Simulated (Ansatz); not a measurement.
Species: H$_{2}$GeOF, charge 0, doublet. H2GeOF (SMILES [O][GeH2][F], doublet).
B3LYP-D3(BJ)/def2-TZVP minimum from Ansatz (an electronic-structure program):
```
Ge
F 1 1.7439
O 1 1.7848 2 109.49
H 1 1.5315 2 106.80 3 115.99
H 1 1.5315 4 118.74 2 -120.66
```
Charge 0, spin multiplicity 2.

Total energies in aug-cc-pVDZ, 19 correlated electrons, 16 frozen orbitals. Radicals and triplets start from unrestricted determinants; spin-orbit coupling is neglected. Correlated methods leave the cores frozen (noble-gas shells, and filled d and f shells in the p block). No relativity.

```json
[
 {"method": "HF", "program": "Ansatz", "energy (Eh)": "-2250.82960", "minus CCSDT(Q) (mEh)": "502.75"},
 {"method": "MP2", "program": "Ansatz", "energy (Eh)": "-2251.28972", "minus CCSDT(Q) (mEh)": "42.62"},
 {"method": "CCSD", "program": "Ansatz", "energy (Eh)": "-2251.31790", "minus CCSDT(Q) (mEh)": "14.45"},
 {"method": "CCSD(T)", "program": "Ansatz", "energy (Eh)": "-2251.33022", "minus CCSDT(Q) (mEh)": "2.13"},
 {"method": "CCSDT(Q)", "program": "Ansatz", "energy (Eh)": "-2251.33235", "minus CCSDT(Q) (mEh)": "0.00"}
]
```

Rough core times of Ansatz's runs on a shared machine: CCSD(T) 2 min, CCSDT(Q) 40 min.
